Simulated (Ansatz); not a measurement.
Ideal-gas functions of `[CH3][V](=[NH])([F])[F]` at 800 K and 1 bar, from an Ansatz frequency run at PBE0-D4/def2-TZVP.

Molar mass 118.99 g/mol, point group Cs (symmetry number 1), electronic degeneracy 1, moments of inertia 139.436, 145.803, 162.423 u Å². Harmonic wavenumbers (cm⁻¹, unscaled): 137, 177, 181, 226, 250, 267, 373, 527, 579, 586, 687, 758, 807, 1112, 1174, 1409, 1417, 3039, 3147, 3168, 3623.

Use S(trans) = R[1.5 ln M + 2.5 ln T − 1.1517]; rotational temperatures θ = 24.2544 K / I; S(rot) = R[ln(√π/σ · √(T³/θAθBθC)) + 1.5]; for each mode x = 1.438777 ν̃/T, S = R[x/(eˣ − 1) − ln(1 − e⁻ˣ)] and H = RT x/(eˣ − 1); 1 cm⁻¹ = 0.0119627 kJ/mol; R = 8.31446 J/(mol·K).

Problem. By hand: the entropy, in J/(mol·K).

Solution. Translation 189.0. Rotation: θ = 0.1739, 0.1664, 0.1493 K, giving 123.2. Vibration, mode by mode: 19.98, 17.87, 17.68, 15.86, 15.03, 14.49, 11.79, 9.06, 8.34, 8.25, 7.07, 6.35, 5.91, 3.81, 3.49, 2.50, 2.47, 0.23, 0.19, 0.19, 0.09, in all 170.7. Electronic 0.0. Sum 482.9 J/(mol·K).

Problem. By hand: H − E and G − E in kJ/mol, counted from the electronic energy.

Solution. Zero-point energy ½ × 23644 × 0.0119627 = 141.4; thermal vibration 66.0; translation, rotation and pV give 4 RT = 26.6. H − E = 234.0 kJ/mol, and G − E = 234.0 − 800 × 482.9/1000 = -152.3 kJ/mol.

Vibration gives 35 % of the entropy, 20.0 J/(mol·K) of it from the mode under 150 cm⁻¹: soft modes count most, and the harmonic formula is weakest for them. The sum counts one conformer and one mirror image; others add a mixing term.
